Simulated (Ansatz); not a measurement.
Compare A (`[CH3][Ge]1([OH])[CH2][NH]1`) with its isomer B (`C=C(N)[O][GeH3]`).

Program: Ansatz. Geometries: PBE0-D4/def2-TZVP. ΔE: electronic, gas phase. CCSD(T)/CBS adds triple-zeta CCSD(T) − MP2 to the extrapolated MP2 energy (def2 sets, frozen cores). Functionals use def2-TZVPP. B3LYP here is the variant with VWN-RPA as its local correlation; programs differ in this. For Ge outer-core shells are correlated without core-valence functions, which leaves a few kJ/mol of doubt a bond. Scalar relativity is left out up to krypton. One conformer a species, not always the lowest.

(1) Which isomer does CCSD(T)/CBS put lower? Give the gap. (Estimate.)

(2) Give E(B) − E(A) in kJ/mol with CCSD(T)/def2-TZVPP, HF/def2-TZVPP, B3LYP, ωB97M-V, CCSD/def2-TZVPP, PBE-D4, r2SCAN-D4. (Best estimate.)

Largest T1 diagnostic: 0.012.

Answers

(1) Computed: A, by 17.5 kJ/mol.

(2) Computed: CCSD(T)/def2-TZVPP 10.2, HF/def2-TZVPP -37.7, B3LYP -12.2, ωB97M-V -0.4, CCSD/def2-TZVPP 6.5, PBE-D4 3.2, r2SCAN-D4 -0.4. The order is the other way round with HF/def2-TZVPP, B3LYP.

In def2-TZVPP, CCSD(T) changes the Hartree–Fock value by +47.9 kJ/mol (the triples alone add +3.7 kJ/mol) and MP2 by +62.8 kJ/mol.
